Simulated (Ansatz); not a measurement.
A nudged elastic band was laid between two geometries of C₃H₁₁NSi (16 atoms, charge 0, multiplicity 1).

Theory: RHF/def2-SVP (Ansatz 0.2.0).

```json
{"movable images": "9", "climbing image": "yes", "spring": "5.0 eV/Å²", "optimiser": "quadratic models (default)", "start path": "IDPP", "force threshold": "0.03 eV/Å", "iteration limit": "10", "end points": "relaxed"}
```

Image 0:

```xyz
16
Properties=species:S:1:pos:R:3
C -0.128 1.913 -0.557
C 0.650 0.864 0.232
C 0.352 -0.591 -0.151
N 1.233 -1.469 0.615
Si -1.440 -1.132 0.231
H 0.194 2.918 -0.280
H 0.028 1.800 -1.632
H -1.203 1.854 -0.372
H 0.476 0.993 1.303
H 1.722 1.038 0.081
H 0.509 -0.686 -1.237
H 1.147 -2.428 0.332
H 2.198 -1.212 0.493
H -1.519 -2.612 0.136
H -2.404 -0.561 -0.743
H -1.837 -0.711 1.595
```

Image 10:

```xyz
16
Properties=species:S:1:pos:R:3
C 0.005 1.982 0.239
C 0.767 0.674 0.430
C 0.263 -0.501 -0.419
N 1.139 -1.648 -0.201
Si -1.510 -1.060 0.023
H 0.470 2.783 0.817
H -0.001 2.291 -0.809
H -1.034 1.907 0.567
H 0.755 0.382 1.483
H 1.820 0.843 0.178
H 0.259 -0.171 -1.471
H 0.908 -2.418 -0.802
H 2.099 -1.411 -0.384
H -1.672 -1.184 1.491
H -1.761 -2.382 -0.607
H -2.529 -0.110 -0.490
```

(1) Which bonds break or form, and what moves?

(2) What energy profile does the band end with?

(3) What is the geometry of the highest image?

Answers

(1) No bond is made or broken. The dihedral N4–C3–Si5–H16 goes from 74 to -165°. The two ends are copies of one structure, up to a mirror image or an exchange of like atoms.

(2) It converged. The highest image is number 5 of 0 to 10, 11.0 kJ/mol above the ends, which have the same energy within 2 meV. Another band between the same ends (9 images) ends at a top of the same energy, where a vibrational analysis finds 1 clearly imaginary mode.

| image | path coordinate (Å) | energy (kJ/mol) | dihedral N4–C3–Si5–H16 (°) |
| --- | --- | --- | --- |
| 0 | 0.00 | 0.0 | 74 |
| 1 | 0.48 | 1.0 | 85 |
| 2 | 0.95 | 4.0 | 97 |
| 3 | 1.43 | 7.6 | 110 |
| 4 | 1.90 | 10.2 | 122 |
| 5 | 2.38 | 11.0 | 135 |
| 6 | 2.89 | 9.7 | 149 |
| 7 | 3.40 | 6.7 | 162 |
| 8 | 3.92 | 3.3 | 175 |
| 9 | 4.43 | 0.9 | -174 |
| 10 | 4.95 | 0.0 | -165 |

(3) 
```xyz
16
Properties=species:S:1:pos:R:3:forces:R:3
C 0.021 2.015 0.049 0.02 -0.01 0.00
C 0.717 0.715 0.441 0.01 0.01 -0.01
C 0.263 -0.520 -0.352 -0.02 0.01 0.01
N 1.211 -1.606 -0.117 -0.02 0.02 -0.01
Si -1.503 -1.121 0.120 0.01 -0.02 -0.01
H 0.418 2.852 0.627 0.00 0.00 0.00
H 0.175 2.242 -1.008 0.00 0.00 0.00
H -1.055 1.978 0.228 -0.01 0.00 0.00
H 0.599 0.527 1.511 0.00 0.00 0.00
H 1.794 0.836 0.281 0.00 0.00 0.00
H 0.226 -0.230 -1.414 0.00 0.00 0.00
H 0.936 -2.460 -0.567 0.00 0.00 0.00
H 2.121 -1.368 -0.473 0.00 -0.01 0.00
H -1.416 -2.373 0.908 0.00 0.00 0.01
H -2.294 -1.401 -1.107 -0.01 0.00 0.00
H -2.235 -0.107 0.917 0.00 0.00 0.00
```

Time of the run: 110 s on 2 threads of Intel(R) Xeon(R) 6975P-C (Granite Rapids), on a shared host, peak memory 0.32 GiB.
